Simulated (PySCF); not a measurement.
Isomers of C4H11FSi, from PySCF 2.14.0, PBE0-D3(BJ)/def2-SVP geometry optimisation, gas phase. One conformer each, no zero-point energy, no frequencies.

Question: Which is lower in electronic energy at this level?
A. `[CH3:1][CH:2]([CH3:3])[SiH2:4][CH2:5][F:6]` with C1–C2–Si4–C5 61°, C2–Si4–C5–F6 -60°: A = 4437, B = 1678, C = 1319 MHz, dipole 1.38 D
B. TMS-CH2F, `C[Si](C)(C)CF`: A = 3086, B = 1867, C = 1864 MHz, dipole 1.80 D

Answer: B. That is TMS-CH2F, `FC[Si](C)(C)C`, 21.5 kcal/mol below the other.

| SMILES | mapped SMILES | E (Eh) | relative (kcal/mol) | relative (kJ/mol) | dipole (D) |
| --- | --- | --- | --- | --- | --- |
| C[Si](C)(C)CF | [CH3:1][Si:2]([CH3:3])([CH3:4])[CH2:5][F:6] | -547.72193 | 0.0 | 0.0 | 1.80 |
| CC(C)[SiH2]CF | [CH3:1][CH:2]([CH3:3])[SiH2:4][CH2:5][F:6] | -547.68763 | 21.5 | 90.1 | 1.38 |
